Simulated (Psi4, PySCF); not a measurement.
Approach curve of the dimer C3H10Si ··· HCl (SMILES C[SiH](C)C and Cl). Monomers: optimised at B3LYP-D3(BJ) (def2-SVP and def2-TZVP), held rigid. Orientation: lowest of the rigid-body minima from ten starts at GFN2-xTB. R is the distance of the centres of mass, along which the second monomer moves.

Levels: RKS-BP86/6-31G* = restricted BP86/6-31G*, spherical d, no counterpoise correction (PySCF); PBE/def2-TZVP, counterpoise-corrected (Psi4); MP2/aug-cc-pVDZ = DF-MP2/aug-cc-pVDZ, frozen core, counterpoise-corrected run with Psi4; wB97M-V/def2-TZVP, counterpoise-corrected (Psi4).

Interaction energies in kJ/mol:

| R / Å | RKS-BP86/6-31G* | PBE/def2-TZVP | MP2/aug-cc-pVDZ |
|---|---|---|---|
| 3.93 | 9.77 | 7.94 | 4.26 |
| 4.15 | 3.71 | 1.75 | -2.08 |
| 4.34 | 1.40 | -0.83 | -4.41 |
| 4.51 | 0.59 | -1.88 | -5.08 |
| 4.73 | 0.33 | -2.30 | -4.93 |
| 5.04 | 0.41 | -2.07 | -3.94 |
| 5.36 | 0.51 | -1.53 | -2.83 |
| 5.82 | 0.46 | -0.77 | -1.64 |
| 6.55 | 0.25 | -0.12 | -0.66 |
| 7.51 | 0.14 | 0.08 | -0.20 |
| 8.83 | 0.10 | 0.08 | -0.03 |

**Question.** What does wB97M-V/def2-TZVP give at the same points?

**Answer.** 3.93: 2.15; 4.15: -3.25; 4.34: -4.92; 4.51: -5.18; 4.73: -4.70; 5.04: -3.57; 5.36: -2.52; 5.82: -1.46; 6.55: -0.56; 7.51: -0.13; 8.83: 0.00 (kJ/mol).
